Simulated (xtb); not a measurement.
xtb input:

```bash
xtb mol.xyz --gfn 2 --sp --chrg 0 --uhf 0
```
mol.xyz:
```
2

Zn    -0.00000000    -0.00000000    -0.72285354
S      0.00000000     0.00000000     1.35535039
```

Task: Which total energy does the run end on?

Result: -3.77831 Eh (GFN2-xTB).
